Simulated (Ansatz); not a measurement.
Input file for Ansatz (a first-principles code): R-CCSD(T)/def2-SVP on H3NPb (SMILES [NH2][PbH]), a point of a torsion scan. Elements past Kr take the def2 small-core potentials; no spin–orbit coupling. The run froze 10 orbitals, filled d shells among them.

Ansatz 0.2 input:
```yaml
crystal:
  periodic: [false, false, false]
  atoms:
    - {symbol: N, position_ang: [-0.76544040, -0.04008306, -0.14235041]}
    - {symbol: Pb, position_ang: [1.10038131, -1.05244740, -0.40321572]}
    - {symbol: H, position_ang: [-1.53120897, -0.33396349, 0.44226967]}
    - {symbol: H, position_ang: [-0.88098914, 0.94823179, -0.29316670]}
    - {symbol: H, position_ang: [2.06223892, 0.48782090, -0.73944770]}
basis:
  gaussian:
    orbitals: def2-SVP
magnetization: {spin_polarized: false}
correlation: {method: ccsd_t, electrons: outside_noble_gas}
scf: {lower_state_search: off}
```

The head of its log:

```
WARN ansatz: RAYON_NUM_THREADS=1 ignored (pool sized by the plan → 1); use --threads N
Functional definition: HF
these checks for a lower state are left out or cut short: stability, starts, cluster_reference, orbital_swaps, neighbouring_geometries, increment
integrals: 0.03 GiB planned
646 factors; integrals over basis functions are off by at most 9.1e-4 eV
mean field: 0.10 GiB planned
mean field evaluation 1: about -6744.4359 eV, gradient 3.4e1 eV
mean field evaluation 2: about -6744.4463 eV, gradient 3.4e1 eV
mean field evaluation 4: about -6747.0956 eV, gradient 2.2e0 eV
mean field evaluation 8: about -6747.1190 eV, gradient 1.2e-1 eV
mean field -6747.11918539 eV, -247.9520567013 hartree, gradient 8.1e-6 eV, S^2 0.000000; 0 other end points of the search recorded, 0 dependent functions left out
10 core orbitals not correlated
reference -6747.11918539 eV, -247.9520567013 hartree; 6, 6 occupied and 39, 39 virtual orbitals, 646 factors
```

What total energy does the run end on?

-248.2305 hartree (reference determinant -247.9521, T1 diagnostic 0.027).
